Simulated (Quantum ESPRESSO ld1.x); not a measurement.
The numbers below are computed, except where a source is named.
Task: The thulium ion Tm3+, configuration [Xe] 4f11.5 6p0.5 (fractional occupations, a model configuration). Level of theory: Dirac Kohn-Sham, BLYP, spin-unpolarised, spherical densities, point nucleus; open shells are shared between the two j in proportion to 2j + 1 (ld1.x of Quantum ESPRESSO 7.5).

Spin-orbit splittings of the eigenvalues, e(l+1/2) - e(l-1/2), with zeta = 2 splitting/(2l+1) and mean radii in bohr:

| shell | occ. | splitting (eV) | zeta (eV) | <r> j=l-1/2 | <r> j=l+1/2 |
|---|---|---|---|---|---|
| 2p | 6 | 980.5 | 653.7 | 0.07007 | 0.07746 |
| 3p | 6 | 207.0 | 138.0 | 0.2103 | 0.2242 |
| 3d | 10 | 45.23 | 18.09 | 0.1973 | 0.2016 |
| 4p | 6 | 46.97 | 31.31 | 0.5053 | 0.5369 |
| 4d | 10 | 8.581 | 3.432 | 0.5626 | 0.5738 |
| 4f | 11.5 | 1.311 | 0.3746 | 0.7246 | 0.7363 |
| 5p | 6 | 6.515 | 4.343 | 1.327 | 1.421 |
| 5d | 0 | 0.5992 | 0.2397 | 1.982 | 2.023 |
| 5f | 0 | ? | ? | 4.465 | 4.480 |
| 6p | 0.5 | 1.080 | 0.7201 | 3.313 | 3.482 |
| 7p | 0 | 0.3994 | 0.2663 | 6.224 | 6.455 |

Estimate the 5f splitting.

Result: 0.02194 eV (zeta = 0.006268 eV).
